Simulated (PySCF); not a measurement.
SMILES C[SiH2]CC[SiH](F)F (GFN2-xTB optimised geometry):

```
17

Si    -2.249    -1.188    -0.638
F     -3.691    -1.385    -1.312
F     -1.809    -2.704    -0.367
C     -1.086    -0.396    -1.895
C      0.408    -0.538    -1.577
Si     0.994     0.360     0.000
C      0.346     2.146     0.000
H     -2.463    -0.569     0.648
H     -1.283    -0.856    -2.871
H     -1.325     0.663    -2.011
H      0.979    -0.165    -2.430
H      0.652    -1.598    -1.491
H      2.463     0.360     0.000
H      0.500    -0.342     1.192
H      0.627     2.673    -0.907
H     -0.737     2.178     0.079
H      0.749     2.704     0.839
```

Level of theory: PBE0/def2-SVP (PySCF 2.14.0).

Q: What are the frontier orbital energies and the dipole moment?

A: HOMO-2 -9.24 eV, HOMO-1 -8.99 eV, HOMO -8.49 eV, LUMO 0.60 eV, LUMO+1 1.11 eV; dipole moment 2.74 D.

On the same geometry PBE/def2-SVP run with PySCF gives HOMO-2 -7.84 eV, HOMO-1 -7.56 eV, HOMO -7.13 eV, LUMO -0.22 eV, LUMO+1 0.28 eV; dipole moment 2.55 D.

Meta-Löwdin charges at PBE0/def2-SVP: Si1 1.25, F2 -0.47, F3 -0.47, C4 -0.43, C5 -0.40, Si6 0.61, C7 -0.55, H8 -0.13, H9 0.12, H10 0.11, H11 0.11, H12 0.11, H13 -0.10, H14 -0.11, H15 0.12, H16 0.11, H17 0.12.
